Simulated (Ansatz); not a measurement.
`OC(O)O[SiH3]` + `N[SiH2][S][GeH3]` → `N[SiH2]S[SiH3]` + `OC(O)[O][GeH3]`  (redistribution)

Computed with Ansatz on PBE0-D4/def2-TZVP structures; ΔE is electronic, products minus reactants. CCSD(T)/CBS adds triple-zeta CCSD(T) − MP2 to the extrapolated MP2 energy (def2 sets, frozen cores). DFT in def2-TZVPP. B3LYP here is the variant with VWN-RPA as its local correlation; programs differ in this. For Ge outer-core shells are correlated without core-valence functions, which leaves a few kJ/mol of doubt a bond. Scalar relativity is left out up to krypton. One conformer a species, not always the lowest.

```
             level  ΔE (kJ/mol)  difference from CCSD(T)/CBS
            PBE-D4         41.4                         -6.2
           PBE0-D4         44.7                         -2.9
           ωB97X-V         44.4                         -3.2
           ωB97M-V         46.5                         -1.1
            B2PLYP         47.6                          0.0
               PBE         41.8                         -5.8
            r2SCAN         45.3                         -2.3
             B3LYP         48.5                          0.9
     HF/def2-TZVPP         53.2                          5.6
    MP2/def2-TZVPP         46.5                         -1.1
   CCSD/def2-TZVPP         47.6                          0.0
     HF/def2-QZVPP         53.7                          6.1
    MP2/def2-QZVPP         47.5                         -0.1
SCS-MP2/def2-QZVPP         47.3                         -0.3
      HF/CBS(def2)         53.7                          6.1
    CCSD/CBS(def2)         49.0                          1.4
       CCSD(T)/CBS         47.6                            0
```

Largest T1 diagnostic among the species: 0.012.

In def2-TZVPP, CCSD(T) changes the Hartree–Fock value by −7.0 kJ/mol (the triples alone add −1.4 kJ/mol) and MP2 by −6.6 kJ/mol. From PBE to PBE0 (25 % exact exchange), in def2-TZVPP and without D4, ΔE moves by +3.2 kJ/mol.
